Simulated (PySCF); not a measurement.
# How methods differ on the excitation energy of Br²⁺

Br²⁺ [Ar] 3d10 4s2 4p3 (4S) → Br²⁺ [Ar] 3d10 4s1 4p4 (4P), as a difference of total energies. Computed with PySCF 2.14 in aug-cc-pwCVTZ-PP with ECP10MDF, with a scalar-relativistic core potential. Correlated levels: valence: 3s2 3p6 3d10 frozen. The calculations carry no spin-orbit coupling.

```tsv
method	excitation energy (eV)
UHF	13.171
MP2 (valence)	13.141
SCS-MP2 (valence)	13.136
CCSD (valence)	12.663
CCSD(T) (valence)	12.555
```

How much does correlation contribute at CCSD(T) (valence)?

12.555 − (13.171) = -0.616 eV, measured against UHF.

The coupled-cluster amplitudes are large for the upper state (T1 above 0.03 or a double amplitude above 0.15), so a single reference is strained.
